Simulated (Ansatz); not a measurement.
A nudged elastic band was laid between two geometries of CH7BN2 (11 atoms, charge 0, multiplicity 1).

Method: RKS PBE0-D4/def2-SVP in Ansatz.

* movable images: 5
* climbing image: yes
* spring: 5.0 eV/Å²
* optimiser: quadratic models (default)
* start path: IDPP
* force threshold: 0.05 eV/Å
* iteration limit: 60
* end points: relaxed

Initial state:

```xyz
11
Properties=species:S:1:pos:R:3
C -0.696 1.171 -0.163
B 0.108 -0.185 0.034
N 0.091 -0.843 1.290
N 0.843 -0.723 -1.054
H -1.394 1.098 -1.014
H -1.283 1.462 0.722
H -0.008 2.003 -0.390
H 0.582 -1.703 1.488
H -0.427 -0.483 2.077
H 0.868 -0.278 -1.959
H 1.383 -1.575 -1.009
```

Final state:

```xyz
11
Properties=species:S:1:pos:R:3
C -0.721 1.154 -0.175
B 0.128 -0.172 0.040
N -0.302 -1.133 0.991
N 1.293 -0.395 -0.737
H -1.186 1.507 0.760
H -0.121 1.983 -0.580
H -1.541 0.968 -0.890
H 0.163 -2.014 1.159
H -1.128 -0.999 1.555
H 1.618 0.271 -1.421
H 1.864 -1.227 -0.681
```

Question: What changes between the two ends?

Answer: No bond is made or broken. The dihedral H6–C1–B2–N3 goes from -4 to 156°.

Question: Give the energies along the band, and the barrier.

Answer: It converged. The highest image is number 0 of 0 to 6, 0.0 kJ/mol above the ends, which have the same energy within 2 meV. The highest image is an end point: on this band no image between the ends rises above it.

```csv
image,path coordinate (Å),energy (kJ/mol),dihedral H6–C1–B2–N3 (°)
0,0.00,0.0,-4
1,0.74,0.0,22
2,1.48,0.0,48
3,2.22,0.0,74
4,2.96,0.0,101
5,3.70,0.0,129
6,4.46,0.0,156
```

The band took 6 iterations and roughly 110 core-seconds.

Time of the run: 110 s on 1 thread of Arm Neoverse V1, with other jobs on the host, peak memory 0.17 GiB.
